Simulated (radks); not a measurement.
Results of a calculation; reference values are marked as such.
Question: The tin ion Sn2+, 48 electrons, occupied as [Kr] 4d10 5s2. Level of theory: scalar-relativistic Kohn-Sham, r2SCAN, spin-polarised, spherical densities, finite nucleus; meta-GGA in the generalised Kohn-Sham scheme; Fermi nuclear charge, rms radius 4.6519 fm (a radial shooting solver on a logarithmic mesh with Libxc functionals). Some entries of the table are withheld. Estimate them.

orbital,occ.,eigenvalue (Ry),<r^2> (bohr^2)
1s,2,-2137.694,0.001143
2s,2,-324.9563,0.01856
2p,6,-291.6269,0.01467
3s,2,-64.21244,0.1311
3p,6,(1),0.1319
3d,10,(2),0.1175
4s,2,-11.39367,0.7615
4p,6,-8.06703,(3)
4d,10,-3.23368,1.406
5s,2,-1.93010,5.528
5p,0,-1.27975,7.557

Answer: 
(1) 3p eigenvalue (Ry): -53.24125
(2) 3d eigenvalue (Ry): -36.38547
(3) 4p <r^2> (bohr^2): 0.8986
